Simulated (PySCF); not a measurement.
CH2BF3S.
Numbering: `[BH2:1][S:2][C:3]([F:4])([F:5])[F:6]` (hydrogens: H7, H8 on B1)

Computed, not measured: core-valence-separated Tamm–Dancoff BHandHLYP/aug-pcX-1 (pcseg-1 on H, def2-SVPD on S) in PySCF, non-relativistic, gas phase, PBE0-D3(BJ)/def2-SVP geometry. The energies are unshifted.

Q: What does the B 1s absorption edge look like?

A: 
| E (eV) | f | core hole on | main final orbital |
| --- | --- | --- | --- |
| 186.21 | 0.0886 | B1 | LUMO (87 %) |
| 191.30 | 0.0027 | B1 | LUMO+1 (49 %) |
| 192.03 | 0.0158 | B1 | LUMO+1 (42 %) |
| 192.27 | 0.0173 | B1 | LUMO+2 (50 %) |
| 192.53 | 0.0236 | B1 | LUMO+3 (70 %) |
| 192.96 | 0.0077 | B1 | LUMO+5 (83 %) |
| 193.17 | 0.0234 | B1 | spread |

The first line with a tenth or more of the strongest one's intensity is at 186.21 eV (f = 0.089), with the hole on B1 (three-coordinate boron). It is also the strongest listed.

Q: What does the C 1s absorption edge look like?

A: 
```
E (eV)       f  core hole on  main final orbital
291.22  0.0710            C3       LUMO+1 (33 %)
292.26  0.0430            C3         LUMO (60 %)
292.82  0.0938            C3              spread
293.59  0.0545            C3         LUMO (39 %)
294.47  0.0041            C3       LUMO+2 (37 %)
295.38  0.0025            C3       LUMO+2 (41 %)
295.64  0.0021            C3       LUMO+4 (36 %)
```

The first line with a tenth or more of the strongest one's intensity is at 291.22 eV (f = 0.071), with the hole on C3 (CF3 carbon). The strongest listed is at 292.82 eV (f = 0.094; C3).

Q: List the fluorine K-edge absorption lines.

A: 
| E (eV) | f | core hole on | main final orbital |
| --- | --- | --- | --- |
| 686.67 | 0.0374 | F4/F6 | LUMO (2 roots, f summed) |
| 687.32 | 0.0349 | F5 | spread (2 roots, f summed) |
| 687.34 | 0.0219 | F4/F6 | LUMO (2 roots, f summed) |
| 687.98 | 0.0003 | F5 | LUMO+2 (38 %) |
| 688.13 | 0.0024 | F4/F6 | LUMO+3 (2 roots, f summed) |
| 688.65 | 0.0108 | F5 | LUMO+1 (44 %) |
| 688.92 | 0.0347 | F4/F6 | spread (2 roots, f summed) |
| 689.29 | 0.0202 | F4/F5/F6 | spread (3 roots, f summed) |

The first line with a tenth or more of the strongest one's intensity is at 686.67 eV (f = 0.037, sum of 2), with the hole on F4/F6 (fluorine of a CF3 group). It is also the strongest listed.

Roots within 0.03 eV whose holes lie on the same, on equivalent or on shared atoms are summed into one line, and the highest roots are left out, as the search may have cut off their partners. Final orbitals are the ground state's empty Kohn–Sham orbitals.

Q: What length of transition dipole belongs to the line at 186.21 eV?

A: From f = (2/3) ΔE |μ|² in atomic units, with ΔE = 6.843 Eh and f = 0.0886: |μ| = 0.139 au = 0.35 D.

The list ends where the root search ended, not at a threshold.

Cost: about 21 s of CPU time on one thread; the machine was shared, so the figure is rough.

Shape of the structure used: `[BH2:1][S:2][C:3]([F:4])([F:5])[F:6]`: B1–S2–C3–F4 60°.

One conformer stands for the species.
